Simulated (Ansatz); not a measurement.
A nudged elastic band was laid between two geometries of CHF$_{2}$NSi (6 atoms, charge 0, multiplicity 1).

Level of theory: Ansatz 0.2.0, RKS B3LYP-D4/cc-pVDZ.

```yaml
movable_images: 5
climbing_image: yes
spring: 5.0 eV/Å²
optimiser: quadratic models (default)
start_path: through a guess of the saddle point
force_threshold: 0.05 eV/Å
iteration_limit: 60
end_points: relaxed
```

First end point:

```xyz
6
Properties=species:S:1:pos:R:3
N 0.367 -2.329 0.731
C 0.196 -1.234 0.380
Si -0.076 0.528 -0.120
F -1.430 0.573 -1.023
F 1.183 0.968 -1.052
H -0.199 1.430 1.038
```

Last end point:

```xyz
6
Properties=species:S:1:pos:R:3
N 0.438 -2.510 1.432
C 0.003 -1.546 0.959
Si -0.216 2.162 -1.299
F -1.040 1.055 -0.350
F 1.259 1.421 -1.304
H -0.402 -0.646 0.517
```

(1) Which bonds break or form, and what moves?

(2) What energy profile does the band end with?

(3) What is the geometry of the highest image?

The band took 23 iterations and roughly 5 core-minutes.

Answers

(1) Bonds broken: C2–Si3, Si3–H6. Bonds formed: C2–H6. CHF2NSi becomes F2Si + HCN (or HNC).

(2) The run converged. The highest image is number 2 of 0 to 6, 3.63 eV above the first end and 2.38 eV above the last; the last end lies 1.26 eV above the first. Neighbouring images differ by up to 3.0 eV, so the band resolves the path poorly. A vibrational analysis at the climbing image gives one clearly imaginary mode, 1142i cm⁻¹: a first-order saddle point. The orbitals stay closed-shell, which can raise the energy where a bond breaks towards radicals; this wasn't checked here.

```tsv
image	path coordinate (Å)	energy (eV)	C2–Si3 (Å)	Si3–H6 (Å)	C2–H6 (Å)
0	0.00	0.00	1.85	1.47	2.77
1	0.85	0.62	1.87	1.45	2.23
2	1.69	3.63	2.29	1.58	1.43
3	2.57	1.70	3.06	2.32	1.08
4	3.45	1.45	3.84	3.12	1.07
5	4.32	1.28	4.05	3.20	1.08
6	5.20	1.26	4.35	3.35	1.08
```

(3) 
```xyz
6
Properties=species:S:1:pos:R:3:forces:R:3
N 0.248 -2.066 1.142 0.00 0.00 0.00
C 0.128 -1.114 0.463 0.00 0.00 0.00
Si -0.102 1.047 -0.254 0.00 0.00 -0.01
F -1.433 0.822 -1.178 0.00 0.00 0.00
F 1.172 1.067 -1.279 0.00 0.00 0.00
H 0.030 0.180 1.060 0.00 -0.01 0.00
```

The run took 5.5 min on 1 thread of Arm Neoverse V1, on a shared host, peak memory 0.15 GiB.
